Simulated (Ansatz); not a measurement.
Geometry optimisation, RKS r2SCAN/6-31G* in Ansatz.

Input file:

```yaml
crystal:
  periodic: [false, false, false]
  atoms:
    - { symbol: B, position_ang: [0.0, 0.0, 0.0] }
    - { symbol: "N", position_ang: [0.0, 0.0, 1.9] }
    - { symbol: H, position_ang: [-0.877, -0.2713, 2.43] }
    - { symbol: H, position_ang: [0.877, 0.2713, 2.43] }
    - { symbol: "N", position_ang: [1.3423, 0.0, -0.775] }
    - { symbol: H, position_ang: [1.8089, -0.9179, -1.0268] }
    - { symbol: H, position_ang: [1.7937, 0.9179, -1.0532] }
    - { symbol: "N", position_ang: [-1.3423, 0.0, -0.775] }
    - { symbol: H, position_ang: [-2.0112, -0.8164, -0.6764] }
    - { symbol: H, position_ang: [-1.5914, 0.8164, -1.4036] }
    - { symbol: Cl, position_ang: [-0.6285, 1.9511, 0.6811] }
    - { symbol: H, position_ang: [-0.3496, 1.0854, 1.745] }
basis:
  gaussian: { orbitals: "6-31G*" }
hamiltonian:
  xc: r2scan
relax:
  f_tol: 0.15
  max_steps: 25
  restrain:
    - { distance: [0, 10], at: 1.86, k: 30.0 }
    - { distance: [11, 1], at: 1.06, k: 30.0 }
    - { distance: [0, 1], at: 2.75, k: 30.0 }
    - { distance: [11, 10], at: 2.57, k: 30.0 }
```

Command:

```bash
$ ansatz run input.yaml --threads 2 --pin off --max-ram 3072MiB --backend cpu --events-out ev --progress --plain --runs-dir out
```

**Question.** Where does it end, and by what steps?

**Answer.** The forces met the threshold. The restraints hold the end off the free minimum. After 13 steps the energy has fallen by 5.164 eV (the restraints' own energy left out); Cl11 moved furthest, 1.03 Å. Parted: Cl11–H12 (1.40 → 2.57 Å).

```json
{"step": "0", "energy less start (eV)": "0.0000", "largest force component (eV/Å)": "6.391", "accepted": "yes"}
{"step": "1", "energy less start (eV)": "-1.4881", "largest force component (eV/Å)": "2.604", "accepted": "yes"}
{"step": "2", "energy less start (eV)": "-1.9719", "largest force component (eV/Å)": "3.128", "accepted": "yes"}
{"step": "3", "energy less start (eV)": "-2.5025", "largest force component (eV/Å)": "2.727", "accepted": "yes"}
{"step": "4", "energy less start (eV)": "-3.5109", "largest force component (eV/Å)": "2.774", "accepted": "yes"}
{"step": "5", "energy less start (eV)": "-4.1150", "largest force component (eV/Å)": "2.134", "accepted": "yes"}
{"step": "6", "energy less start (eV)": "-4.7194", "largest force component (eV/Å)": "1.010", "accepted": "yes"}
{"step": "7", "energy less start (eV)": "-4.9212", "largest force component (eV/Å)": "0.787", "accepted": "yes"}
{"step": "8", "energy less start (eV)": "-5.0752", "largest force component (eV/Å)": "0.756", "accepted": "yes"}
{"step": "9", "energy less start (eV)": "-5.1350", "largest force component (eV/Å)": "0.763", "accepted": "yes"}
{"step": "10", "energy less start (eV)": "-5.1466", "largest force component (eV/Å)": "0.869", "accepted": "yes"}
{"step": "11", "energy less start (eV)": "-5.1609", "largest force component (eV/Å)": "0.732", "accepted": "yes"}
{"step": "12", "energy less start (eV)": "-5.1618", "largest force component (eV/Å)": "0.800", "accepted": "yes"}
{"step": "13", "energy less start (eV)": "-5.1644", "largest force component (eV/Å)": "0.768", "accepted": "yes"}
```

```xyz
12
Properties=species:S:1:pos:R:3
B -0.089 0.633 -0.598
N -0.348 0.050 2.087
H -0.552 -0.201 3.055
H 0.623 -0.220 1.921
N 1.214 0.090 -0.634
H 1.402 -0.834 -0.996
H 2.031 0.678 -0.574
N -1.275 -0.010 -1.015
H -1.295 -1.022 -1.020
H -2.148 0.369 -0.676
Cl -0.203 2.416 -0.137
H -0.339 1.088 2.062
```

The run took 51 s on 2 threads of Arm Neoverse V1, with other jobs on the host, peak memory 0.16 GiB.
